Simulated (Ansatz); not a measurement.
TeCl₄. Total charge 0; triplet. Geometry PBE-D4/def2-SVP, that of the neutral singlet; atoms count from 1.

```xyz
5

Te    0.115   -0.503    0.246
Cl   -2.266   -1.176    0.217
Cl    2.536   -0.005    0.360
Cl   -0.426    1.594    1.237
Cl    0.040    0.090   -2.060
```

In the def2 sets Te takes a core potential; there is no spin–orbit coupling. At PBE0-D4/def2-TZVP a singlet of charge 0 lies 2.94 eV below the triplet at the same geometry.

Estimate the Mulliken populations from the PBE0/def2-TZVP orbitals of Ansatz.


```csv
atom,charge (e),spin (α − β)
Te1,0.70,0.88
Cl2,-0.15,0.37
Cl3,-0.15,0.37
Cl4,-0.19,0.19
Cl5,-0.19,0.19
```
Mulliken values and Mayer orders depend strongly on the basis.

Where does the spin sit?

Summed by element: Te 0.88, Cl 1.12, of 2 unpaired in all. Largest on single atoms: Te1 0.88, Cl3 0.37, Cl2 0.37.

And the Mayer bond orders between bonded heavy atoms (over 0.3)?

Te1–Cl2 0.85 (2.47 Å); Te1–Cl3 0.85 (2.47 Å); Te1–Cl4 0.96 (2.38 Å); Te1–Cl5 0.96 (2.38 Å).
